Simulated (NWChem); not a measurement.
All runs are NWChem calculations. System: F$_{6}$S (-1), charge -1, spin multiplicity 2, at a geometry optimised with UPBE/def2-SVP. The structure started from a generated list of species. Its SCF solution wasn't tested for a lower state. Level: UMP2/def2-SVPD, 11 core orbitals frozen.

Input file:

```
start mol
memory heap 200 mb stack 900 mb global 1100 mb
charge -1
geometry units angstroms nocenter noautoz
  F      1.751274     0.000000     0.000000
  S      0.000000     0.000000     0.000000
  F      0.000000     0.000000     1.751286
  F      0.000000    -1.751269     0.000000
  F      0.000000     0.000000    -1.751286
  F      0.000000     1.751269     0.000000
  F     -1.751274     0.000000     0.000000
  symmetry group D2h
end
basis spherical
  * library def2-svpd
end
scf
  uhf
  nopen 1
  maxiter 100
  thresh 1e-7
  semidirect memsize 60000000 filesize 0
  # guess.movecs holds the orbitals of an unrestricted PBE0 run
  vectors input guess.movecs output mol.movecs
end
mp2
  freeze core 11
end
task mp2 energy
```

Output (cleaned and shortened):

```
             Northwest Computational Chemistry Package (NWChem) 7.3.0
             --------------------------------------------------------

                                NWChem Input Module
                                -------------------

 Scaling coordinates for geometry "geometry" by  1.889725989
 (inverse scale =  0.529177249)

 Turning off AUTOSYM since
 SYMMETRY directive was detected!

                             Geometry "geometry" -> ""
                             -------------------------

 Output coordinates in angstroms (scale by  1.889725989 to convert to a.u.)

  No.       Tag          Charge          X              Y              Z
 ---- ---------------- ---------- -------------- -------------- --------------
    1 F                    9.0000     1.75127400     0.00000000     0.00000000
    2 S                   16.0000     0.00000000     0.00000000     0.00000000
    3 F                    9.0000     0.00000000     0.00000000     1.75128600
    4 F                    9.0000     0.00000000    -1.75126900     0.00000000
    5 F                    9.0000     0.00000000     0.00000000    -1.75128600
    6 F                    9.0000     0.00000000     1.75126900     0.00000000
    7 F                    9.0000    -1.75127400     0.00000000     0.00000000

 Effective nuclear repulsion energy (a.u.)     505.4666749453

            Nuclear Dipole moment (a.u.)
            ----------------------------
        X                 Y               Z
 ---------------- ---------------- ----------------
     0.0000000000     0.0000000000     0.0000000000

      Symmetry information
      --------------------

 Group name             D2h
 Group number             26
 Group order               8
 No. of unique centers     4

      Symmetry unique atoms

     1    2    3    4


 Summary of "ao basis" -> "" (spherical)
 ------------------------------------------------------------------------------
       Tag                 Description            Shells   Functions and Types
 ---------------- ------------------------------  ------  ---------------------
 *                         def2-svpd                  on all atoms

 Summary of "ao basis" -> "ao basis" (spherical)
 ------------------------------------------------------------------------------
       Tag                 Description            Shells   Functions and Types
 ---------------- ------------------------------  ------  ---------------------
 F                         def2-svpd                 9       23   4s3p2d
 S                         def2-svpd                11       27   5s4p2d

                                 NWChem SCF Module
                                 -----------------

  ao basis        = "ao basis"
  functions       =   165
  atoms           =     7
  alpha electrons =    36
  beta  electrons =    35
  charge          =  -1.00
  wavefunction    = UHF
  use symmetry    = T
  symmetry adapt  = T

 Summary of "ao basis" -> "ao basis" (spherical)
 ------------------------------------------------------------------------------
       Tag                 Description            Shells   Functions and Types
 ---------------- ------------------------------  ------  ---------------------
 F                         def2-svpd                 9       23   4s3p2d
 S                         def2-svpd                11       27   5s4p2d

      Symmetry analysis of basis
      --------------------------

        ag         42
        au          6
        b1g        14
        b1u        25
        b2g        14
        b2u        25
        b3g        14
        b3u        25

 Forming initial guess at       0.0s

   Symmetry analysis of molecular orbitals - initial alpha
   -------------------------------------------------------

  Numbering of irreducible representations:

     1 ag          2 au          3 b1g         4 b1u         5 b2g
     6 b2u         7 b3g         8 b3u

  Orbital symmetries:

     1 ag          2 ag          3 ag          4 ag          5 b1u
     6 b2u         7 b3u         8 ag          9 b2u        10 b3u
    11 b1u        12 ag         13 b2u        14 b1u        15 b3u
    16 ag         17 ag         18 ag         19 b1u        20 b2u
    21 b3u        22 b3g        23 b1g        24 b2g        25 ag
    26 ag         27 b3u        28 b2u        29 b1u        30 b3u
    31 b2u        32 b1u        33 b3g        34 b2g        35 b1g
    36 ag         37 b1u        38 b3u        39 b2u        40 ag
    41 b1u        42 b3u        43 b2u        44 ag         45 ag
    46 b3g

   Symmetry analysis of molecular orbitals - initial beta
   ------------------------------------------------------

  Numbering of irreducible representations:

     1 ag          2 au          3 b1g         4 b1u         5 b2g
     6 b2u         7 b3g         8 b3u

  Orbital symmetries:

     1 ag          2 ag          3 ag          4 ag          5 b1u
     6 b2u         7 b3u         8 ag          9 b2u        10 b3u
    11 b1u        12 ag         13 b2u        14 b1u        15 b3u
    16 ag         17 ag         18 ag         19 b1u        20 b2u
    21 b3u        22 b3g        23 b1g        24 b2g        25 ag
    26 ag         27 b3u        28 b2u        29 b1u        30 b3u
    31 b2u        32 b1u        33 b3g        34 b2g        35 b1g
    36 ag         37 b1u        38 b3u        39 b2u        40 ag
    41 b1u        42 b3u        43 b2u        44 ag         45 ag
    46 b3g

 Starting SCF solution at       0.1s

 ----------------------------------------------
         Quadratically convergent UHF

 Convergence threshold     :          1.000E-07
[...]
    11     -0.364664  1 F  px               153     -0.364664  7 F  px

 center of mass
 --------------
 x =   0.00000000 y =   0.00000000 z =   0.00000000

 moments of inertia (a.u.)
 ------------------
         832.309067677454           0.000000000000           0.000000000000
           0.000000000000         832.311443960528           0.000000000000
           0.000000000000           0.000000000000         832.303364570397

  Mulliken analysis of the total density
  --------------------------------------

    Atom       Charge   Shell Charges
 -----------   ------   -------------------------------------------------------
    1 F    9     9.73   1.99  1.13  0.86  0.06  3.28  2.20  0.20  0.00  0.01
    2 S   16    12.59   2.00  1.99  1.52 -0.16  0.02  5.93  1.08  0.27 -0.09  0.48 -0.45
    3 F    9     9.73   1.99  1.13  0.86  0.06  3.28  2.20  0.20  0.00  0.01
    4 F    9     9.73   1.99  1.13  0.86  0.06  3.28  2.20  0.20  0.00  0.01
    5 F    9     9.73   1.99  1.13  0.86  0.06  3.28  2.20  0.20  0.00  0.01
    6 F    9     9.73   1.99  1.13  0.86  0.06  3.28  2.20  0.20  0.00  0.01
    7 F    9     9.73   1.99  1.13  0.86  0.06  3.28  2.20  0.20  0.00  0.01

  Mulliken analysis of the alpha density
  --------------------------------------

    Atom       Charge   Shell Charges
 -----------   ------   -------------------------------------------------------
    1 F    9     4.93   1.00  0.57  0.43  0.02  1.71  1.11  0.10  0.00  0.00
    2 S   16     6.39   1.00  1.00  0.93 -0.02  0.01  2.96  0.47  0.08 -0.05  0.22 -0.22
    3 F    9     4.93   1.00  0.57  0.43  0.02  1.71  1.11  0.10  0.00  0.00
    4 F    9     4.93   1.00  0.57  0.43  0.02  1.71  1.11  0.10  0.00  0.00
    5 F    9     4.93   1.00  0.57  0.43  0.02  1.71  1.11  0.10  0.00  0.00
    6 F    9     4.93   1.00  0.57  0.43  0.02  1.71  1.11  0.10  0.00  0.00
    7 F    9     4.93   1.00  0.57  0.43  0.02  1.71  1.11  0.10  0.00  0.00

   Mulliken analysis of the beta density
   -------------------------------------

    Atom       Charge   Shell Charges
 -----------   ------   -------------------------------------------------------
    1 F    9     4.80   1.00  0.56  0.44  0.03  1.57  1.09  0.10  0.00  0.01
    2 S   16     6.20   1.00  0.99  0.59 -0.14  0.01  2.97  0.61  0.19 -0.05  0.27 -0.23
    3 F    9     4.80   1.00  0.56  0.44  0.03  1.57  1.09  0.10  0.00  0.01
    4 F    9     4.80   1.00  0.56  0.44  0.03  1.57  1.09  0.10  0.00  0.01
    5 F    9     4.80   1.00  0.56  0.44  0.03  1.57  1.09  0.10  0.00  0.01
    6 F    9     4.80   1.00  0.56  0.44  0.03  1.57  1.09  0.10  0.00  0.01
    7 F    9     4.80   1.00  0.56  0.44  0.03  1.57  1.09  0.10  0.00  0.01

   Mulliken analysis of the spin density
   -------------------------------------

    Atom       Charge   Shell Charges
 -----------   ------   -------------------------------------------------------
    1 F    9     0.14   0.00  0.01 -0.01 -0.01  0.14  0.02 -0.01 -0.00 -0.01
    2 S   16     0.19   0.00  0.00  0.35  0.12 -0.00 -0.00 -0.14 -0.11  0.00 -0.05  0.01
    3 F    9     0.14   0.00  0.01 -0.01 -0.01  0.14  0.02 -0.01 -0.00 -0.01
    4 F    9     0.14   0.00  0.01 -0.01 -0.01  0.14  0.02 -0.01 -0.00 -0.01
    5 F    9     0.14   0.00  0.01 -0.01 -0.01  0.14  0.02 -0.01 -0.00 -0.01
    6 F    9     0.14   0.00  0.01 -0.01 -0.01  0.14  0.02 -0.01 -0.00 -0.01
    7 F    9     0.14   0.00  0.01 -0.01 -0.01  0.14  0.02 -0.01 -0.00 -0.01

       Multipole analysis of the density wrt the origin
       ------------------------------------------------

     L   x y z        total         alpha         beta         nuclear
     -   - - -        -----         -----         ----         -------
     0   0 0 0     -1.000000    -36.000000    -35.000000     70.000000

     1   1 0 0     -0.000000     -0.000000      0.000000      0.000000
     1   0 1 0     -0.000000     -0.000000     -0.000000      0.000000
     1   0 0 1     -0.000000     -0.000000     -0.000000      0.000000

     2   2 0 0    -39.412790   -120.206991   -116.347445    197.141645
     2   1 1 0     -0.000000     -0.000000     -0.000000      0.000000
     2   1 0 1      0.000000     -0.000000      0.000000      0.000000
     2   0 2 0    -39.412686   -120.206357   -116.346848    197.140520
     2   0 1 1     -0.000000      0.000000     -0.000000      0.000000
     2   0 0 2    -39.413040   -120.208511   -116.348876    197.144347

                   NWChem MP2 Semi-direct Energy/Gradient Module
                   ---------------------------------------------

  Basis functions       =    165
  Molecular orbitals    =    165
  Frozen core           =     11
  Frozen virtuals       =      0
  Active alpha occupied =     25
  Active beta occupied  =     24
  Active alpha virtual  =    129
  Active beta virtual   =    130
  Use MO symmetry       = T
  Use skeleton AO sym   = T

  AO/Fock/Back tols     =   1.0D-09  1.0D-09  1.0D-09

 GA uses MA = F    GA memory limited = T

 Available:
  local mem=  1.26D+08
 global mem=  1.44D+08
 local disk=  0.00D+00
  mp2_memr nvloc                   129
  nvloc new                   129
   1 passes of  25:        3145728                     137776                 144620095.
   1 passes of  25: M    126113536           G      144124750           F     122967808.
  mp2_memr nvloc                   129
  nvloc new                   129
   2 passes of  13:        3145728                      98302                  75224803.
   2 passes of  13: M    126113536           G      144124750           F     122967808.

 Semi-direct pass number   1 of   2  for UHF alpha       at        4.3s
  vrange nnbf                 13185
  mp2_eaftype                   286  avail_ma_in_mb                  1099
 EAF : mp2_eaftype filesize         286   37612401.
  mp2_eaf for mointskh                    286
Node 0 wrote    176.9 Mb in      0.2 s     Agg I/O rate:   758.4 Mb/s
 Done moints_semi at       12.4s
  mp2_eaftype                   286  avail_ma_in_mb                   813
 EAF : mp2_eaftype filesize         286   37612401.
  mp2_eaf for kh                   286
 Done maket at       12.8s
 Semi-direct pass number   2 of   2  for UHF alpha       at       12.8s
  vrange nnbf                 13185
  mp2_eaftype                   286  avail_ma_in_mb                   813
 EAF : mp2_eaftype filesize         286   37612401.
  mp2_eaf for mointskh                    286
Node 0 wrote    163.3 Mb in      0.2 s     Agg I/O rate:   897.9 Mb/s
 Done moints_semi at       20.5s
  mp2_eaftype                   286  avail_ma_in_mb                   813
 EAF : mp2_eaftype filesize         286   37612401.
  mp2_eaf for kh                   286
 Done maket at       20.9s
 Done multipass loop at       20.9s

 GA uses MA = F    GA memory limited = T

 Available:
  local mem=  1.26D+08
 global mem=  1.44D+08
 local disk=  0.00D+00
  mp2_memr nvloc                   130
  nvloc new                   130
   1 passes of  24:        3145728                     135099                 139913050.
   1 passes of  24: M    126113536           G      144124750           F     122967808.
  mp2_memr nvloc                   130
  nvloc new                   130
   2 passes of  12:        3145728                      95319                  69979810.
   2 passes of  12: M    126113536           G      144124750           F     122967808.

 Semi-direct pass number   1 of   2  for UHF beta        at       20.9s
  vrange nnbf                 13185
  mp2_eaftype                   266  avail_ma_in_mb                  1099
 EAF : mp2_eaftype filesize         266   34989905.
  mp2_eaf for mointskh                    266
Node 0 wrote    164.5 Mb in      0.2 s     Agg I/O rate:  1073.7 Mb/s
 Done moints_semi at       28.6s
  mp2_eaftype                   266  avail_ma_in_mb                   833
 EAF : mp2_eaftype filesize         266   34989905.
  mp2_eaf for kh                   266
 Done maket at       29.0s
 Semi-direct pass number   2 of   2  for UHF beta        at       29.0s
  vrange nnbf                 13185
  mp2_eaftype                   266  avail_ma_in_mb                   833
 EAF : mp2_eaftype filesize         266   34989905.
  mp2_eaf for mointskh                    266
Node 0 wrote    164.5 Mb in      0.1 s     Agg I/O rate:  1309.1 Mb/s
 Done moints_semi at       36.6s
  mp2_eaftype                   266  avail_ma_in_mb                   833
 EAF : mp2_eaftype filesize         266   34989905.
  mp2_eaf for kh                   266
 Done maket at       37.0s
 Done multipass loop at       37.0s

          -------------------------------------------
          SCF energy                -993.417993188400
          Correlation energy          -1.430911493753
          Singlet pairs                0.000000000000
          Triplet pairs                0.000000000000
          Total MP2 energy          -994.848904682154
          -------------------------------------------

          ---------------------------------------------------
                    Spin Component Scaled (SCS) MP2
          Same spin pairs                     -0.407438800448
          Same spin scaling factor             0.333333333333
          Opposite spin pairs                 -1.023472693306
          Opposite spin scaling fact.          1.200000000000
          SCS-MP2 correlation energy          -1.363980165450
          Total SCS-MP2 energy              -994.781973353850
          ---------------------------------------------------

 -----------------------
 Performance information
 -----------------------

 Timer overhead =  9.64D-08 seconds/call

               Nr. of calls         CPU time (s)                 Wall time (s)                GFlops
             ---------------    -------------------     ------------------------------   -------------------
Name         Min   Avg   Max    Min     Avg     Max     Min     Avg     Max   Mx/calls   Min     Max     Sum
mp2: moin     4     4     4    31.     31.     31.      31.     31.     31.     7.8      0.0     0.0     0.0
mp2: make     4     4     4    1.6     1.6     1.6      1.6     1.6     1.6    0.40      0.0     0.0     0.0
mp2: tota     1     1     1    33.     33.     33.      33.     33.     33.     33.      0.0     0.0     0.0

 The average no. of pstat calls per process was 9.00D+00
 with a timing overhead of 8.68D-07s

 Task  times  cpu:       37.0s     wall:       37.0s

 Total times  cpu:       37.0s     wall:       37.0s
```
